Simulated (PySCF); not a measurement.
# Hartree-Fock beside MP2: BGeH2NO

Calculated results; nothing here was measured. They come from PySCF 2.14.0, an open-source quantum chemistry program, on an isolated molecule that a program drew, which may never have been made. The molecule is BGeH2NO (charge 0, singlet), drawn as the SMILES string `[NH2][Ge][B]=O`.

The geometry was optimised and harmonic frequencies were computed with HF and MP2, all in the cc-pVDZ basis, for the commonest isotopes, with a restricted reference for singlets and an unrestricted one otherwise, and a frozen core in MP2. Germanium has the cc-pVDZ-PP basis, with a core potential (ECP10MDF) in place of its 10 inner electrons, and its 3s, 3p and 3d shells are frozen in MP2. Each result is a local minimum of its method.

Geometry at the HF minimum:
```xyz
6
BGeH2NO, angstrom
N    -0.9344   -1.7540    0.7109
Ge    0.4020   -0.7733    1.4255
B     1.7854   -2.4283    1.4887
O     2.5721   -3.3194    1.5372
H    -1.8226   -1.3337    0.5077
H    -0.9216   -2.7269    0.4691
```

Lengths of the bonds as drawn, in Å (atoms numbered as above):
| bond | HF | MP2 |
|---|---|---|
| N1-Ge2 | 1.805 | 1.831 |
| Ge2-B3 | 2.158 | 2.145 |
| B3-O4 | 1.190 | 1.225 |
| N1-H5 | 1.003 | 1.020 |
| N1-H6 | 1.003 | 1.019 |

Rotational constants, in GHz:
| constant | HF | MP2 |
|---|---|---|
| A | 11.26 | 10.81 |
| B | 2.685 | 2.686 |
| C | 2.168 | 2.152 |

Harmonic frequencies in cm^-1, each column in rising order, so a row needn't be the same motion in every method:
| rank | HF | MP2 |
|---|---|---|
| 1 | 136 | 124 |
| 2 | 278 | ? |
| 3 | 360 | 351 |
| 4 | 432 | 397 |
| 5 | 507 | 496 |
| 6 | 589 | 603 |
| 7 | 748 | 713 |
| 8 | 843 | 773 |
| 9 | 1693 | 1558 |
| 10 | 2103 | 1879 |
| 11 | 3768 | 3568 |
| 12 | 3875 | 3692 |

**Estimate the missing MP2 frequency from the HF column.**

A single factor s that minimises the squared misfit of MP2 against s times HF over the other rows is sum(HF x MP2) / sum(HF^2) = 0.9415, with an rms misfit of 40 cm^-1. For rank 2 it gives 0.9415 x 278 = 262 cm^-1. The calculation gives 250 cm^-1, 12 cm^-1 below the estimate. The drawn bonds are on average 1.4 % longer in MP2 than in HF.
